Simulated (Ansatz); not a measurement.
Geometry optimisation, RKS r2SCANh-D4/def2-SVP (Ansatz).

Input file:

```yaml
crystal:
  periodic: [false, false, false]
  atoms:
    - { symbol: F, position_ang: [1.4112, -0.2798, -1.696] }
    - { symbol: C, position_ang: [0.8399, 0.3784, -0.5853] }
    - { symbol: C, position_ang: [-0.4648, -0.3366, -0.1693] }
    - { symbol: B, position_ang: [-0.8204, -0.0073, 1.307] }
    - { symbol: S, position_ang: [-0.135, -1.784, 0.7411] }
    - { symbol: H, position_ang: [0.6019, 1.4512, -0.8374] }
    - { symbol: H, position_ang: [1.6423, 0.3788, 0.2206] }
    - { symbol: H, position_ang: [-1.2125, -0.3975, -0.9073] }
    - { symbol: H, position_ang: [-1.774, 0.5505, 1.9095] }
basis:
  gaussian: { orbitals: def2-SVP }
hamiltonian:
  xc: r2scanh
  dispersion: d4
relax:
  f_tol: 0.015
  max_steps: 40
```

Launched with:

```bash
$ ansatz run input.yaml --threads 2 --pin off --max-ram 3072MiB --backend cpu --events-out ev --progress --plain --runs-dir out
```

Task: Where does it end, and by what steps?

Result: The forces met the threshold. After 8 steps the energy has fallen by 1.412 eV; H9 moved furthest, 0.33 Å.

| step | energy less start (eV) | largest force component (eV/Å) | accepted |
| --- | --- | --- | --- |
| 0 | 0.0000 | 3.268 | yes |
| 1 | -1.1262 | 1.883 | yes |
| 2 | -1.3382 | 1.922 | yes |
| 3 | -1.3491 | 0.646 | yes |
| 4 | -1.3999 | 0.409 | yes |
| 5 | -1.4040 | 0.245 | yes |
| 6 | -1.4112 | 0.062 | yes |
| 7 | -1.4120 | 0.051 | yes |
| 8 | -1.4122 | 0.015 | yes |

```xyz
9
Properties=species:S:1:pos:R:3
F 1.471 -0.312 -1.609
C 0.851 0.415 -0.617
C -0.436 -0.222 -0.199
B -0.991 -0.186 1.237
S -0.324 -1.757 0.893
H 0.636 1.423 -1.014
H 1.546 0.509 0.232
H -1.136 -0.360 -1.034
H -1.528 0.444 2.095
```

Whether the end is a true minimum wasn't checked by a vibrational analysis.

Time of the run: 36 s on 2 threads of Arm Neoverse V1 (shared host), peak memory 0.21 GiB.
